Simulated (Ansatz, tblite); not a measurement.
Isomers of Li₄Se₂⁺ (doublet), found by a short tight-binding search and relaxed with PBE-D4/def2-SVP in Ansatz.

The xTB rows come from tblite. Correlated methods freeze 18 core orbitals; core or outer-core shells of Li, Se are correlated, in sets that lack core-valence functions. In CCSD on the charge 1 doublet the largest single amplitude is 0.42, so its Hartree–Fock determinant may place the open shell otherwise than the density functionals do.

Run but left out: HF/def2-SVP, MP2/def2-SVP (A: a determinant that CCSD turns far, T1 0.047); PBE-D4/def2-TZVP, r2SCAN-D4/def2-TZVP, B97M-V/def2-TZVP, r2SCANh-D4/def2-TZVP (A: an occupied level 0.05 to 0.41 eV above an empty one).

A: At CCSD(T)/def2-SVP T1 of the charge 1 doublet is large (up to 0.047), so the single-reference result is doubtful.

Other spin states were run for one of them alone.

A:

```xyz
6

Li    1.851    3.780    0.444
Li   -1.847   -3.787   -0.403
Li   -0.281    0.297   -1.427
Li    0.280   -0.294    1.406
Se    0.840    1.715    0.181
Se   -0.843   -1.712   -0.201
```

B:

```xyz
6

Li    0.3480   -1.7685    0.8616
Li    2.3080    2.1468    0.9098
Li   -1.8013    0.6606    0.5629
Li    0.0272   -0.2187   -1.9863
Se   -1.5528   -1.4482   -0.6138
Se    0.6708    0.6281    0.2659
```

C:

```xyz
6

Li    0.076   -0.067   -0.359
Li    2.261   -2.194   -3.924
Li    0.514    1.972    2.980
Li   -3.146    0.537    1.907
Se    1.205   -1.114   -2.186
Se   -0.911    0.866    1.581
```

Question: Estimate their order by electronic energy at PBE0-D4/def2-TZVP, counted from the lowest.

Answer: B (0.0) < A (93.1) < C (96.3), in kJ/mol.

Question: Do the other levels pick the same lowest one?

Answer: Not GFN2-xTB. Energies above each level's lowest (kJ/mol):

```csv
level,A,B,C
GFN1-xTB,24.3,0.0,82.6
GFN2-xTB,2.3,46.5,0.0
PBE0-D4/def2-TZVP,93.1,0.0,96.3
CCSD/def2-SVP,66.8,0.0,71.5
CCSD(T)/def2-SVP,65.1,0.0,76.4
```
Point groups (tolerance 0.1 Å): A not assigned, B C3v, C not assigned. Lower isomers may exist.
